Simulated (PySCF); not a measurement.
# Computed records: CH4AlO, CH6Al, CH4Al2Cl, CH7Al2N

All values are calculated (PySCF 2.14.0). Calculation on a computer-drawn molecule: the log of a Hartree-Fock and frozen-core CCSD(T) single point meant for a local Hartree-Fock minimum, with one planted fault or none, to be diagnosed. Offsets are logged minus clean, where the clean run is the same molecule without the fault. The reference is restricted for singlets and unrestricted otherwise, and also for a bond in bohr or an excited solution. Adding or removing an electron swaps singlet and doublet. The excited solution moves the top pair (singlet) or top alpha electron (doublet) to the lowest empty orbital. Highest occupied and lowest empty are orbital energies over both spins, largest force is the largest gradient component, triples share is (T) over the correlation energy, the T1 limit is 0.02 restricted and 0.045 unrestricted, electrons count all cores, a negative frequency is imaginary (commonest isotopes), and the dipole is about the centre of nuclear charge.

Common to all runs: logged SCF converged yes; logged CC converged yes; logged SCF stable within its kind yes; possible faults no fault, one electron removed, one electron added, multiplicity raised by two, geometry at a saddle point, SCF held on an excited solution, minimal basis STO-3G, one bond length entered in bohr, all coordinates scaled.

(1) 
```xyz
7
formula=CH4AlO meant_charge=1 meant_multiplicity=1 meant_basis=cc-pV(D+d)Z logged_electrons=30 logged_basis_functions=71 logged_spin_squared=0 logged_highest_occupied=-18.475 logged_lowest_empty=-3.9444 logged_largest_force=1.575e-05 logged_lowest_frequency=164.12 logged_T1_diagnostic=0.014134 logged_D1_diagnostic=0.034488 logged_triples_share=0.023405 logged_dipole_magnitude=0.20315 logged_energy_HF=-356.7876 logged_energy_CCSD(T)=-357.20107 planted_fault=no_fault HF_energy_offset_from_clean_run=0 CCSD(T)_energy_offset_from_clean_run=0
C      0.7272     0.1259     0.6685
Al     0.5061    -1.7823     0.7169
O      0.3224    -3.3677     0.7572
H      1.7694     0.3621     0.4445
H      0.0808     0.5437    -0.1061
H      0.4556     0.5447     1.6396
H      0.2138    -4.3036     0.7812
```

Units: logged_highest_occupied, logged_lowest_empty in eV; logged_largest_force in hartree/bohr; logged_lowest_frequency in cm⁻¹; logged_dipole_magnitude in debye; logged_energy_HF, logged_energy_CCSD(T) in hartree; HF_energy_offset_from_clean_run, CCSD(T)_energy_offset_from_clean_run in kcal/mol.

Drawn bonds:
```tsv
atom	other atom	order
1	2	1
2	3	1
1	4	1
1	5	1
1	6	1
3	7	1
```

(2) 
```xyz
8
formula=CH6Al meant_charge=-1 meant_multiplicity=1 meant_basis=aug-cc-pV(D+d)Z logged_electrons=26 logged_basis_functions=109 logged_spin_squared=2.0094 logged_highest_occupied=0.41276 logged_lowest_empty=1.6576 logged_largest_force=0.10466 logged_T1_diagnostic=0.027447 logged_D1_diagnostic=0.10812 logged_triples_share=0.025735 logged_dipole_magnitude=6.643 logged_energy_HF=-283.13647 logged_energy_CCSD(T)=-283.42579
C     -1.3425     0.5900     1.5804
Al    -0.7356     0.4285    -0.3600
H     -1.5424     1.6336     1.8630
H     -0.5855     0.2091     2.2808
H     -2.2664     0.0252     1.7707
H     -1.9098     1.0147    -1.3622
H      0.6522     1.2950    -0.5839
H     -0.4513    -1.1566    -0.7251
```

Units: logged_highest_occupied, logged_lowest_empty in eV; logged_largest_force in hartree/bohr; logged_dipole_magnitude in debye; logged_energy_HF, logged_energy_CCSD(T) in hartree.

Drawn bonds:
```tsv
atom	other atom	order
1	2	1
1	3	1
1	4	1
1	5	1
2	6	1
2	7	1
2	8	1
```

Notes: highest electron not bound in this basis.

(3) 
```xyz
8
formula=CH4Al2Cl meant_charge=0 meant_multiplicity=2 meant_basis=cc-pV(D+d)Z logged_electrons=54 logged_basis_functions=103 logged_spin_squared=0 logged_highest_occupied=-0.70307 logged_lowest_empty=5.38 logged_largest_force=0.032773 logged_T1_diagnostic=0.018077 logged_D1_diagnostic=0.069292 logged_triples_share=0.028449 logged_dipole_magnitude=3.6266 logged_energy_HF=-983.58751 logged_energy_CCSD(T)=-984.07235
C     -2.1197     1.2686    -0.6111
Al    -0.2090     0.7975    -0.7071
Al     1.7145     2.5348    -0.1415
Cl     2.5782     2.5788     1.8305
H     -2.3270     2.1722    -0.0313
H     -2.6979     0.4458    -0.1743
H     -2.5159     1.4246    -1.6229
H      0.2090    -0.5771    -1.3863
```

Units: logged_highest_occupied, logged_lowest_empty in eV; logged_largest_force in hartree/bohr; logged_dipole_magnitude in debye; logged_energy_HF, logged_energy_CCSD(T) in hartree.

Drawn bonds:
```tsv
atom	other atom	order
1	2	1
2	3	1
3	4	1
1	5	1
1	6	1
1	7	1
2	8	1
```

(4) 
```xyz
11
formula=CH7Al2N meant_charge=0 meant_multiplicity=1 meant_basis=cc-pV(D+d)Z logged_electrons=46 logged_basis_functions=109 logged_spin_squared=0 logged_highest_occupied=-10.955 logged_lowest_empty=1.8315 logged_largest_force=1.193e-05 logged_lowest_frequency=53.697 logged_T1_diagnostic=0.012464 logged_D1_diagnostic=0.041167 logged_triples_share=0.025635 logged_dipole_magnitude=0.3601 logged_energy_HF=-580.30283 logged_energy_CCSD(T)=-580.81932
C     -0.1716     1.5520    -1.9392
Al    -0.9512    -0.2013    -1.5341
N     -2.4873    -0.3683    -0.6263
Al    -3.6256     0.8022     0.0922
H     -0.0881     1.6934    -3.0239
H     -0.7458     2.3916    -1.5375
H      0.8480     1.6220    -1.5412
H     -0.2422    -1.5395    -2.0029
H     -2.7649    -1.3308    -0.4955
H     -4.9134     0.2698     0.8385
H     -3.3202     2.3457    -0.0340
```

Units: logged_highest_occupied, logged_lowest_empty in eV; logged_largest_force in hartree/bohr; logged_lowest_frequency in cm⁻¹; logged_dipole_magnitude in debye; logged_energy_HF, logged_energy_CCSD(T) in hartree.

Drawn bonds:
```tsv
atom	other atom	order
1	2	1
2	3	1
3	4	1
1	5	1
1	6	1
1	7	1
2	8	1
3	9	1
4	10	1
4	11	1
```

Question: Which fault was planted in the run of CH6Al (entry 2)?
Answer: multiplicity raised by two

Question: Which fault was planted in the run of CH4Al2Cl (entry 3)?
Answer: one electron added

Question: Which fault was planted in the run of CH7Al2N (entry 4)?
Answer: no fault

Further results for CH6Al (entry 2):

```
HF energy offset from clean run      : 93.26 kcal/mol
CCSD(T) energy offset from clean run : 110.5 kcal/mol
```

Further results for CH4Al2Cl (entry 3):

```
HF energy offset from clean run      : 2.308 kcal/mol
CCSD(T) energy offset from clean run : -18.69 kcal/mol
```

Further results for CH7Al2N (entry 4):

```
HF energy offset from clean run      : 0 kcal/mol
CCSD(T) energy offset from clean run : 0 kcal/mol
```
